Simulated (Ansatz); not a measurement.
A single point on C₅HF₇, SMILES `FC1=C(F)C(F)(F)C(F)C1(F)F`.

```yaml
crystal:
  periodic: [false, false, false]
  atoms:
    - {symbol: F, position_ang: [-2.022748, -1.241513, -1.195449]}
    - {symbol: C, position_ang: [-1.052026, -0.672079, -0.525218]}
    - {symbol: C, position_ang: [-0.914079, -0.610650, 0.793093]}
    - {symbol: F, position_ang: [-1.719886, -1.106642, 1.698870]}
    - {symbol: C, position_ang: [0.330883, 0.109621, 1.193469]}
    - {symbol: F, position_ang: [0.077854, 1.044192, 2.137445]}
    - {symbol: F, position_ang: [1.251381, -0.726710, 1.709135]}
    - {symbol: C, position_ang: [0.821262, 0.749893, -0.119694]}
    - {symbol: F, position_ang: [2.163218, 0.677075, -0.256722]}
    - {symbol: C, position_ang: [0.076389, -0.003713, -1.238650]}
    - {symbol: F, position_ang: [0.878521, -0.892756, -1.854169]}
    - {symbol: F, position_ang: [-0.375159, 0.842452, -2.191879]}
    - {symbol: H, position_ang: [0.504888, 1.795928, -0.135333]}
basis:
  gaussian: {orbitals: def2-QZVPP}
correlation: {method: mp2}
```

```sh
$ ansatz run in.yaml --threads 4 --pin off --events-out ev --progress --plain --max-ram 66560MiB --backend cuda --devices 0, --max-vram 37GiB
```

Output, abridged:

```
Functional definition: HF
4536 factors; integrals over basis functions are off by at most 8.4e-4 eV
mean field evaluation 1: about -24112.5061 eV, gradient 5.6e1 eV
mean field evaluation 2: about -24112.8312 eV, gradient 5.6e1 eV
mean field evaluation 4: about -24118.9016 eV, gradient 6.6e0 eV
mean field evaluation 8: about -24119.0210 eV, gradient 4.0e-1 eV
mean field evaluation 16: about -24119.0215 eV, gradient 2.8e-6 eV
mean field -24119.02153932 eV, -886.3576931102 hartree, gradient 2.8e-6 eV, S^2 0.000000; 0 other end points of the search recorded, 0 dependent functions left out
12 core orbitals not correlated: weight in the atoms' cores, before any rotation towards them, 1.000 or more for the frozen orbitals, at most 0.000 for the correlated occupied ones
reference -24119.02153932 eV, -886.3576931102 hartree; 35, 35 occupied and 667, 667 virtual orbitals, 4536 factors
second order -73.71961151 eV of doubles, -0.00000000 eV of singles
Total energy: -24192.74115083 eV, -889.0668388642 hartree
```

Run time 7 s (4 threads of an AMD EPYC 7R13 on a shared host and a share of an NVIDIA H100 80 GB); peak host memory 1.4 GiB.
